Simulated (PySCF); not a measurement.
Bi(Cl)(OH)2 (BiClH₂O₂), SMILES [OH][Bi]([Cl])[OH].

Geometry: B3LYP-D3(BJ)/def2-SVP. The def2 effective core potentials stand for the cores of Bi; spin–orbit coupling is left out. One conformer was computed; it need not be the lowest.

The numbers are results of ωB97X/def2-TZVPD run with PySCF, not measurements.

total energy: -826.65019 hartree
highest occupied level: -10.91 eV
lowest empty level: -0.07 eV
orbital gap: 10.83 eV
dipole moment: 2.32 D
quadrupole, principal values (traceless, Buckingham form, about the centre of nuclear charge): -8.31, -4.25, 12.56 D·Å
mean static polarisability: 68.4 bohr³ (10.13 Å³)
polarisability, principal values: 60.9, 65.3, 79.0 bohr³
